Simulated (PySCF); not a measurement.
PySCF 2.14 output of an unrestricted LC-wPBE calculation on a single atom or ion in aug-cc-pwCVTZ-DK3 with one added diffuse shell each of s, p, d, f type (11s10p8d5f1g, 125 functions), with scalar relativity by spin-free X2C-1e:

```
SCF conv_tol = 1e-09
number electrons alpha = 27  beta = 25
    O. A. Vydrov and G. E. Scuseria.,  J. Chem. Phys. 125, 234109 (2006)
cycle= 1 E= -7114.51343319904  delta_E= -0.0187  |g|= 0.0607  |ddm|= 0.427
cycle= 2 E= -7114.5138740809  delta_E= -0.000441  |g|= 0.0108  |ddm|= 0.0475
cycle= 3 E= -7114.51391137349  delta_E= -3.73e-05  |g|= 0.00327  |ddm|= 0.013
cycle= 4 E= -7114.51391789829  delta_E= -6.52e-06  |g|= 0.0021  |ddm|= 0.00566
cycle= 5 E= -7114.51391904535  delta_E= -1.15e-06  |g|= 0.000153  |ddm|= 0.00259
cycle= 6 E= -7114.51391906667  delta_E= -2.13e-08  |g|= 2.11e-05  |ddm|= 0.000494
cycle= 7 E= -7114.51391906696  delta_E= -2.96e-10  |g|= 3.86e-06  |ddm|= 5.57e-05
converged SCF energy = -7114.51391906696  <S^2> = 2.0051976  2S+1 = 3.0034631
```

The run itself started from symmetry-adapted Hartree-Fock orbitals and held the occupation by maximum overlap, on a logarithmic radial grid, so the iterations belong to that start.

Task: Which element, charge and spin multiplicity is this?

Result: I⁺ (iodine, charge +1), multiplicity 3; the state was [Kr] 4d10 5s2 5p4, high-spin 3P determinant.
